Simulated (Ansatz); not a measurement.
`BC(=C)[O][InH2]` + H₂ → `C=C[O][InH2]` + BH₃ at 400 K and 1 bar (hydrogenolysis of a C–B bond).

Computed with Ansatz on PBE0-D4/def2-TZVP structures; ΔE is electronic, products minus reactants. CCSD(T)/CBS adds triple-zeta CCSD(T) − MP2 to the extrapolated MP2 energy (def2 sets, frozen cores). This one scheme is used for every species. Elements past krypton have def2 core potentials. For In outer-core shells are correlated without core-valence functions, which leaves a few kJ/mol of doubt a bond. Each species was taken in one conformer, which may not be the lowest.

```tsv
species	CCSD(T)/CBS energy (Eh)	H − E (kJ/mol)	S (J/(mol·K))
`BC(=C)[O][InH2]`	-369.43973	216.7	410.4
H₂	-1.17544	38.0	139.0
`C=C[O][InH2]`	-344.06070	181.6	367.0
BH₃	-26.55200	82.6	199.4
```

H − E and S are ideal-gas, rigid-rotor, harmonic terms from PBE0-D4/def2-TZVP, for one conformer and one mirror image of each species. For small species the MP2-based limit differs from directly extrapolated CCSD(T) by up to some mEh (0.8 for H₂); such offsets cancel only in part. 1 Eh = 2625.50 kJ/mol, R = 8.31446 J/(mol·K).

Q: By hand: ΔE, ΔH, ΔS and ΔG.

A: ΔE = (-344.06070) + (-26.55200) − (-369.43973) − (-1.17544) = 0.00247 Eh = 6.5 kJ/mol. Δ(H − E) = 181.6 + 82.6 − 216.7 − 38.0 = 9.5, so ΔH = 16.0 kJ/mol. ΔS = 367.0 + 199.4 − 410.4 − 139.0 = 17.0 J/(mol·K). ΔG = 16.0 − 400 × (17.0)/1000 = 9.2 kJ/mol.

Q: By hand: the equilibrium constant, and the temperature at which ΔG would vanish if ΔH and ΔS stayed fixed.

A: log₁₀ K = −ΔG/(RT ln 10) = -1.2. ΔG = 0 at ΔH/ΔS = 941 K, though so small a ΔS makes that figure unsure.

TΔS isn't small against ΔH here. A doubt of 5 kJ/mol in ΔE shifts log₁₀ K by 0.7 here. Other conformers and mirror images would add mixing entropy, several J/(mol·K) or more a flexible species. Modes under 60 cm⁻¹, often nearly free rotors, make the harmonic entropy too high. These are equilibria of isolated gas molecules and say nothing of rates. Largest T1 diagnostic: 0.017 (customary marks: 0.02 for closed shells, 0.045 for open ones).
